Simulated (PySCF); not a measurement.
All values below come from PySCF with PBE-D3(BJ)/def2-TZVP // B3LYP-D3(BJ)/def2-TZVP. All species are isolated molecules in the gas phase. Excitations are Tamm–Dancoff values on a coarser integration grid. The basis has no diffuse functions, so Rydberg states are missing or too high.

Reference species (SMILES): `NB(N)N` (neutral, multiplicity 1).

```yaml
T1 excitation (TDA): 5.05 eV
S1–T1 gap (TDA): 0.19 eV
dipole_moment: 0.02 D
HOMO–LUMO gap: 5.17 eV
```

Changed species: `BN` (2 of 3 NH2 replaced by H; the reference has 0 of 3 NH2 replaced by H).

Question: Predict the effect on the T1 excitation (TDA), S1–T1 gap (TDA), dipole moment and HOMO–LUMO gap.

Answer: the T1 excitation (TDA) rises by 0.72 eV, to 5.77 eV; the S1–T1 gap (TDA) rises by 1.01 eV, to 1.20 eV; the dipole moment increases by 2.05 D, to 2.07 D; the HOMO–LUMO gap goes up by 1.41 eV, to 6.58 eV.
